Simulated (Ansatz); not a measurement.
Breaking the Si1–H2 bond in FHSi (SMILES F[SiH]) (multiplicity 1 held, fragments rigid). Energies count from the point at 1.538 Å.
Geometry at that point (charge 0, multiplicity 1):
```tsv
atom	x (Å)	y (Å)	z (Å)
Si	-0.2073	-0.3454	0.4496
H	-1.0031	-1.1949	-0.5558
F	0.4339	0.6700	-0.6376
```

R- and RO- levels are restricted; in cc, def2 and unpolarised 6-31G sets they are followed outwards from rest. Unrestricted levels (U-) break spin symmetry where that is lower. Active spaces are followed from a long bond inwards. Curves can end on different states.

Frozen-core correlation.

The values were computed with Ansatz (Gaussian orbitals). Values without a source in brackets are computed.

Energies in eV.

```tsv
R (Å)	R-HF/cc-pV(T+d)Z	U-PBE/cc-pV(T+d)Z	U-B3LYP/cc-pV(T+d)Z	R-CCSD/cc-pV(T+d)Z	U-CCSD(T)/cc-pV(T+d)Z	FIC-MRCISD+Q on CASSCF(2,2)/cc-pV(T+d)Z
1.230	1.02	1.14	1.06	1.03	1.04	1.04
1.384	0.17	0.24	0.20	0.18	0.19	0.19
1.538	0.00	0.00	0.00	0.00	0.00	0.00
1.692	0.19	0.09	0.13	0.16	0.15	0.15
1.846	0.55	0.35	0.42	0.47	0.46	0.46
2.076	1.21	0.86	0.98	1.06	1.03	1.03
2.307	1.90	1.40	1.55	1.66	1.62	1.59
2.692	2.96	2.20	2.38	2.49	2.46	2.37
3.076	3.84	2.74	2.85	3.08	3.01	2.87
3.538	4.70	3.03	3.12	3.48	3.25	3.16
4.153	5.54	3.15	3.26	3.71	3.31	3.29
4.922	6.26	3.18	3.31	3.79	3.33	3.32
```

Doubts at one or more of the structures used: a restricted determinant that unrestricted orbitals would lower (R-HF/cc-pV(T+d)Z, R-CCSD/cc-pV(T+d)Z); a spin-contaminated determinant (U-PBE/cc-pV(T+d)Z, U-B3LYP/cc-pV(T+d)Z, U-CCSD(T)/cc-pV(T+d)Z); T1 above 0.05 (R-CCSD/cc-pV(T+d)Z, U-CCSD(T)/cc-pV(T+d)Z); other coupled-cluster roots lie near (R-CCSD/cc-pV(T+d)Z).

Ansatz is a first-principles code.
